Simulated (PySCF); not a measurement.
**Ionisation energy of La²⁺ by level of theory**

La²⁺ [Xe] 5d1 (2D) → La³⁺ [Xe] (1S), as a difference of total energies. Computed with PySCF 2.14 in ANO-RCC-VTZP (8s7p5d3f2g1h, 104 functions), with the spin-free X2C one-electron Hamiltonian (Gaussian nucleus). Correlated levels: valence: [Kr] 4d10 frozen; valence and next inner shell: [Ar] 3d10 frozen. The calculations carry no spin-orbit coupling.

```
                                method  ionisation energy (eV)
                                   UHF                  18.226
                                   LDA                  19.307
                                   PBE                  19.322
                                  PBE0                  19.254
                                r2SCAN                  19.174
                             BHandHLYP                  19.034
                               LC-wPBE                  19.197
                                   M06                  19.176
                         MP2 (valence)                  18.837
                     SCS-MP2 (valence)                  18.787
    MP2 (valence and next inner shell)                  18.831
SCS-MP2 (valence and next inner shell)                  18.783
```

A first-order spin-orbit estimate (lowest level to lowest level, LS coupling) adds 0.128 eV.

Errors of the correlated levels include the incompleteness of this basis and the frozen core.

Question: Which method comes closest to the reference value, and which is furthest?

Answer: The reference is 19.177 eV (measured; NIST Atomic Spectra Database, ionization energies). Closest: BHandHLYP (error -0.015 eV); furthest: UHF (error -0.823 eV), both after the spin-orbit estimate.
